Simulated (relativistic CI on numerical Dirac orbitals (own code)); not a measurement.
# Slater and spin-orbit integrals, Pb40+

These numbers are calculated, not measured: Dirac-Coulomb-Breit CI, KLI orbitals optimised for each configuration, model QED (radiative potential, 1s self-energy scaled to tabulated hydrogen-like ionisation energies), unscaled Slater integrals (own radial code, finite nucleus).

Slater integrals F^k, G^k are unscaled and averaged over j, outside the closed core [Ar] 3d10; ζ comes from projecting the Hamiltonian with its Breit term on Σ l·s of the shell.

- 4s²4p⁶4d⁶: F^2(4d,4d) = 270870, F^4(4d,4d) = 184450, ζ(4d) = 99025 cm⁻¹; <r>(4d) = 0.3698, <r^2>(4d) = 0.1564 (bohr units).
- 4s²4p⁶4d⁵4f: F^2(4d,4d) = 270710, F^4(4d,4d) = 184340, ζ(4d) = 98922, F^2(4d,4f) = 272940, F^4(4d,4f) = 177440, G^1(4d,4f) = 274970, G^3(4d,4f) = 191500, G^5(4d,4f) = 141300, ζ(4f) = 18758 cm⁻¹; <r>(4d) = 0.37, <r^2>(4d) = 0.1566, <r>(4f) = 0.3446, <r^2>(4f) = 0.1345 (bohr units).
- 4s²4p⁵4d⁷: ζ(4p) = 809020, F^2(4d,4d) = 270800, F^4(4d,4d) = 184400, F^2(4p,4d) = 271690, G^1(4p,4d) = 336370, G^3(4p,4d) = 215520, ζ(4d) = 98692 cm⁻¹; <r>(4p) = 0.3683, <r^2>(4p) = 0.1538, <r>(4d) = 0.3698, <r^2>(4d) = 0.1565 (bohr units).

(1) Give the Racah parameters of the d shell in 4s²4p⁶4d⁶.

Averages of the first 10 configurations, taken without configuration mixing, which lowers the lowest level and can move excited configurations by several eV; other configurations of the list can lie among them:

| Configuration | Parity | States | Average energy above the lowest level (eV) |
| --- | --- | --- | --- |
| 4s²4p⁶4d⁶ | even | 210 | 54.5 |
| 4s²4p⁶4d⁵4f | odd | 3528 | 307.4 |
| 4s²4p⁵4d⁷ | odd | 720 | 329.8 |
| 4s²4p⁴4d⁸ | even | 675 | 608.6 |
| 4s4p⁶4d⁷ | even | 240 | 563.9 |
| 4p⁶4d⁸ | even | 45 | 1078.5 |
| 4s4p⁶4d⁶4f | odd | 5880 | 814.3 |
| 4s4p⁵4d⁸ | odd | 540 | 837.3 |
| 4s²4p⁶4d⁵5s | even | 504 | 653.2 |
| 4s²4p⁶4d⁵5d | even | 2520 | 872.2 |

Results:

(1) B = F²/49 − 5F⁴/441 = 3437 cm⁻¹ and C = 35F⁴/441 = 14639 cm⁻¹.
